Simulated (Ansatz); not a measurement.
H6BSi2, SMILES `[SiH3][B-][SiH3]` (lower triplet) (charge -1, multiplicity 3). This triplet lies 0.38 eV below the relaxed singlet at the level frozen-core CCSD(T)/aug-cc-pVDZ // PBE0-D3(BJ)/def2-TZVPD (Ansatz, a program for electronic structure).

All values below come from Ansatz with frozen-core CCSD(T)/aug-cc-pVDZ // PBE0-D3(BJ)/def2-TZVPD.

Ansatz 0.2 input:
```yaml
crystal:
  periodic: [false, false, false]
  atoms:
    - { symbol: Si, position_ang: [-1.913679, -0.065266, -0.098672] }
    - { symbol: B, position_ang: [-0.000033, 0.002231, -0.000838] }
    - { symbol: Si, position_ang: [1.913675, 0.065727, 0.098497] }
    - { symbol: H, position_ang: [-2.503689, -0.995211, -1.138402] }
    - { symbol: H, position_ang: [-2.619258, 1.236723, -0.416302] }
    - { symbol: H, position_ang: [-2.638113, -0.508481, 1.155409] }
    - { symbol: H, position_ang: [2.570048, 1.354807, -0.350216] }
    - { symbol: H, position_ang: [2.524822, -0.127958, 1.470699] }
    - { symbol: H, position_ang: [2.666226, -0.962569, -0.720176] }
basis:
  gaussian: { orbitals: aug-cc-pVDZ }
correlation:
  method: ccsd_t
total_charge: -1
magnetization:
  spin_polarized: true
  initial_magnetization: 2
```

Output:

```
Functional definition: HF
1288 factors; integrals over basis functions are off by at most 6.4e-4 eV
mean field evaluation 1: about -16487.1599 eV, gradient 1.2e1 eV
mean field evaluation 2: about -16487.1605 eV, gradient 1.2e1 eV
mean field evaluation 4: about -16489.4179 eV, gradient 1.2e0 eV
mean field evaluation 8: about -16489.4466 eV, gradient 1.4e-3 eV
mean field evaluation 16: about -16489.4450 eV, gradient 2.2e-1 eV
mean field evaluation 32: about -16487.3943 eV, gradient 1.0e-3 eV
mean field -16489.44663543 eV, -605.9759869036 hartree, gradient 2.9e-6 eV, S^2 2.026104; 2 other end points of the search recorded, 0 dependent functions left out
determinant -16489.44663543 eV, -605.9759869036 hartree, with singles and doubles -16499.30588601 eV, -606.3383076798 hartree
determinant -16487.39434365 eV, -605.9005665717 hartree, with singles and doubles -16497.02089489 eV, -606.2543358048 hartree
determinant -16487.39425747 eV, -605.9005634047 hartree, with singles and doubles -16497.01851333 eV, -606.2542482840 hartree
11 core orbitals not correlated
reference -16489.44663543 eV, -605.9759869036 hartree; 10, 8 occupied and 110, 112 virtual orbitals, 1288 factors
second order -8.08499436 eV of doubles, -0.00000000 eV of singles
cycle   1  -9.80641452 eV  change   -3.6e-1 eV  update   3.1e-2
cycle   2  -9.82196553 eV  change   -1.6e-2 eV  update   9.2e-3
cycle   3  -9.82739407 eV  change   -5.4e-3 eV  update   4.9e-3
cycle   4  -9.82968363 eV  change   -2.3e-3 eV  update   1.8e-3
cycle   5  -9.82969071 eV  change   -7.1e-6 eV  update   6.6e-4
cycle   6  -9.82972389 eV  change   -3.3e-5 eV  update   2.9e-4
cycle   7  -9.82976442 eV  change   -4.1e-5 eV  update   1.1e-4
cycle   8  -9.82976849 eV  change   -4.1e-6 eV  update   4.2e-5
cycle   9  -9.82976065 eV  change    7.8e-6 eV  update   1.7e-5
perturbative correction -0.31012501 eV, -0.0113968838 hartree
Total energy: -16499.58652109 eV, -606.3486208286 hartree
```
